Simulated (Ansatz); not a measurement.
Basis sets compared for [TcNF4]2- (TcNF₄²⁻). Charge -2, multiplicity 1. Geometry r2SCAN-D4/def2-SVPD. Ansatz on 4 threads of Arm Neoverse V2 on a shared host; times are rough, and most runs start from earlier orbitals.

```xyz
6

Tc   -0.166   -0.001   -0.003
N    -1.786   -0.015   -0.032
F     0.484    1.822   -0.586
F     0.526   -0.591   -1.809
F     0.492   -1.814    0.604
F     0.450    0.599    1.827
```

In the def2 sets Tc takes a core potential; there is no spin–orbit coupling. A multiply charged anion in the gas phase is held together partly by the finite basis. At PBE-D4/def2-SVPD, PBE-D4/def2-TZVPD, PBE0-D4/def2-SVPD, PBE0-D4/def2-TZVPD the highest occupied level of the charge -2 singlet lies above zero (up to 6.26 eV). The electron is either unbound and held by the finite basis, or the level is raised by self-interaction error.

| level | functions | energy (Eh) | HOMO (eV) | LUMO (eV) | wall time |
| --- | --- | --- | --- | --- | --- |
| PBE-D4/def2-SVPD | 146 | -534.3667 | 6.22 | 7.56 | 1.5 s |
| PBE0-D4/def2-SVPD | 146 | -534.2811 | 4.30 | 8.10 | 1.9 s |

(1) Estimate the rows for PBE-D4/def2-TZVPD, PBE0-D4/def2-TZVPD.

Results:

(1) 
```tsv
level	functions	energy (Eh)	HOMO (eV)	LUMO (eV)	wall time
PBE-D4/def2-TZVPD	237	-534.9070	6.26	7.12	2.1 s
PBE0-D4/def2-TZVPD	237	-534.8223	4.37	7.62	3.4 s
```
